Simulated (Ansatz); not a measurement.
A run for Ansatz (a program for electronic structure): R-CCSD(T)/cc-pV(D+d)Z on isotetrasilane (SMILES [SiH3][SiH]([SiH3])[SiH3]). Files ending in .json are basis or fitting sets from the Basis Set Exchange.

Ansatz 0.2 input:
```yaml
crystal:
  periodic: [false, false, false]
  atoms:
    - {symbol: Si, position_ang: [-1.20715729, 1.83632050, 0.28078863]}
    - {symbol: Si, position_ang: [0.04778692, 0.09537669, -0.66066572]}
    - {symbol: Si, position_ang: [2.19776552, 0.07497137, 0.27139549]}
    - {symbol: Si, position_ang: [-1.01217758, -1.95445574, -0.25301122]}
    - {symbol: H, position_ang: [-0.55635573, 3.14705495, 0.03872544]}
    - {symbol: H, position_ang: [-1.31335512, 1.62491182, 1.74514606]}
    - {symbol: H, position_ang: [-2.57507320, 1.87036969, -0.29198586]}
    - {symbol: H, position_ang: [0.15450251, 0.30795153, -2.12978142]}
    - {symbol: H, position_ang: [2.09256805, -0.13878773, 1.73547746]}
    - {symbol: H, position_ang: [2.88986420, 1.36465138, 0.03074439]}
    - {symbol: H, position_ang: [3.01413782, -1.01941845, -0.30842572]}
    - {symbol: H, position_ang: [-1.11917409, -2.16597104, 1.21125031]}
    - {symbol: H, position_ang: [-2.37736720, -1.96732504, -0.83301982]}
    - {symbol: H, position_ang: [-0.23596480, -3.07564994, -0.83663802]}
basis:
  gaussian:
    orbitals: cc-pV_D+d_Z.json
magnetization: {spin_polarized: false}
correlation: {method: ccsd_t, electrons: outside_noble_gas}
scf: {lower_state_search: off}
```

It printed:

```
WARN ansatz: RAYON_NUM_THREADS=4 ignored (pool sized by the plan → 4); use --threads N
Functional definition: HF
these checks for a lower state are left out or cut short: stability, starts, cluster_reference, orbital_swaps, neighbouring_geometries, increment
integrals: 0.37 GiB planned
1452 factors; integrals over basis functions are off by at most 1.2e-3 eV
mean field: 0.53 GiB planned
mean field evaluation 1: about -31605.5557 eV, gradient 1.8e1 eV
mean field evaluation 2: about -31605.5572 eV, gradient 1.8e1 eV
mean field evaluation 4: about -31607.5794 eV, gradient 1.0e0 eV
mean field evaluation 8: about -31607.5869 eV, gradient 2.1e-5 eV
mean field -31607.58686928 eV, -1161.5573930543 hartree, gradient 2.7e-6 eV, S^2 0.000000; 0 other end points of the search recorded, 0 dependent functions left out
20 core orbitals not correlated
reference -31607.58686928 eV, -1161.5573930543 hartree; 13, 13 occupied and 109, 109 virtual orbitals, 1452 factors
second order -11.29305273 eV of doubles, -0.00000000 eV of singles
coupled cluster: 0.85 GiB planned
cycle   1  -13.11838566 eV  change    -1.8e0 eV  update   1.0e-1
cycle   2  -13.76115533 eV  change   -6.4e-1 eV  update   3.4e-2
cycle   3  -13.79376100 eV  change   -3.3e-2 eV  update   9.1e-3
cycle   4  -13.78774553 eV  change    6.0e-3 eV  update   3.2e-3
cycle   5  -13.78634048 eV  change    1.4e-3 eV  update   8.1e-4
cycle   6  -13.78614544 eV  change    2.0e-4 eV  update   2.3e-4
cycle   7  -13.78611793 eV  change    2.8e-5 eV  update   5.9e-5
cycle   8  -13.78612912 eV  change   -1.1e-5 eV  update   1.7e-5
perturbative correction -0.38423666 eV, -0.0141204369 hartree
Total energy: -31621.75723506 eV, -1162.0781443916 hartree
Checks for a lower state left out: stability, starts, cluster_reference, orbital_swaps, neighbouring_geometries, increment
```

The calculation finished and met its thresholds.

Cost: about 26 core-seconds (a rough figure).
